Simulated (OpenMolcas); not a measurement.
Sm2+: effect of the basis set

```json
{
 "Program": "OpenMolcas 26.06",
 "Method": "CASSCF",
 "Active space": "6 electrons in 7 orbitals (4f)",
 "State averaging": "2S+1 = 7 even, 7 roots; 2S+1 = 5 even, 140 roots (105 in the spin-orbit step); 2S+1 = 3 even, 259 roots kept (CI in the orbitals of an earlier block, 141 in the spin-orbit step); 2S+1 = 1 even, 197 roots kept (CI in the orbitals of an earlier block, 47 in the spin-orbit step)",
 "Spin-orbit coupling": "state interaction with AMFI integrals over the reference wave functions, term energies averaged over their components"
}
```

A. ANO-R1 [7s5p3d2f], X2C, finite nucleus; cost roughly 3 core-minutes
B. ANO-RCC-VDZP [7s6p4d2f1g], DKH2, point nucleus; cost about 2.8 core-minutes
C. ANO-R2 [8s6p5d3f1g], X2C, finite nucleus; cost about 4 core-minutes
D. ANO-RCC-VTZP [8s7p5d3f2g1h], DKH2, point nucleus; cost about 4 core-minutes
E. ANO-R3 [9s8p6d5f3g1h], X2C, finite nucleus; cost of the order of 8 core-minutes
F. ANO-RCC-VQZP [9s8p6d4f3g2h], DKH2, point nucleus; cost about 7 core-minutes

Energies in cm-1 above 4f6 7F0, the measured ground level; measured values from Martin, Zalubas and Hagan, Atomic Energy Levels: The Rare-Earth Elements, NSRDS-NBS 60 (1978).

```csv
Level,A,B,C,D,E,F,Measured
4f6 7F0,0.0,0.0,0.0,0.0,0.0,0.0,0.0
4f6 7F1,284,285,289,287,289,287,293
4f6 7F2,805,809,819,814,819,815,814
4f6 7F3,1505,1514,1531,1523,1531,1525,1493
4f6 7F4,2334,2349,2374,2362,2373,2364,2278
4f6 7F5,3252,3275,3307,3291,3305,3294,3132
4f6 7F6,4230,4261,4299,4280,4296,4283,4027
4f6 5D0(1),18695,18887,18820,18827,18820,18825,
4f6 5D1(1),19961,20155,20106,20108,20111,20108,
4f6 5D2(1),21973,22174,22144,22140,22156,22143,
4f6 5D3(1),24459,24669,24658,24648,24676,24654,
4f6 5L6,25562,25783,25741,25736,25750,25738,
4f6 5L7,26353,26576,26544,26535,26556,26539,
4f6 5L8,27130,27354,27331,27320,27346,27325,
4f6 5D4(1),27330,27552,27557,27539,27579,27548,
4f6 5G2(1),27527,27760,27722,27713,27731,27715,
4f6 5G3(1),27666,27899,27863,27853,27872,27855,
4f6 5L9,27803,28030,28013,27999,28029,28005,
4f6 5G4(1),27838,28070,28038,28027,28049,28031,
4f6 5G5(1),27910,28145,28108,28098,28117,28100,
4f6 5G6(1),27984,28220,28182,28170,28188,28172,
4f6 5L10,28309,28539,28523,28508,28539,28514,
4f6 5H3(1),32201,32457,32423,32406,32432,32410,
4f6 5H7(1),32418,32677,32634,32619,32640,32621,
```

Deviations, from unrounded energies. A percentage is the sum of absolute deviations over the sum of measured energies, with the sign that they share, or ± where signs differ.

| Against measurement | Levels | A | B | C | D | E | F |
| --- | --- | --- | --- | --- | --- | --- | --- |
| mean absolute deviation (cm-1) | 6 | 68 | 81 | 99 | 89 | 97 | 91 |
| fine structure of the ground term (%) | 6 | ±3.4 | ±4.0 | ±4.9 | ±4.4 | ±4.9 | ±4.5 |

A lies closest to measurement on these levels and C furthest from it. The largest miss of A in the table is 4f6 7F6, by +200 cm-1. The ranking rests on the paired levels alone, and a cruder setting can come out closer through cancelling errors.

Among A to F the level of the table that moves most is 4f6 5H7(1), by 260 cm-1 (lowest in A, highest in B).

High states are left out of the spin-orbit mixing, which shifts the levels that they would mix with. Without dynamic correlation excited terms often stand tens of per cent too high (terms of higher spin than the ground term too low), and those without a measured partner can miss by more than the paired ones. Computed and measured levels are paired by configuration, term and J; levels that our copy of the source lacks, or whose pairing is in doubt (as where it misses far off the trend of its configuration), stay unpaired and out of the deviations. Levels of configurations outside the active space are missing. The table leaves out levels that lie high or whose names do not pair safely across all columns.

A number in round brackets counts repeated terms of one configuration in the order of the reference energies.
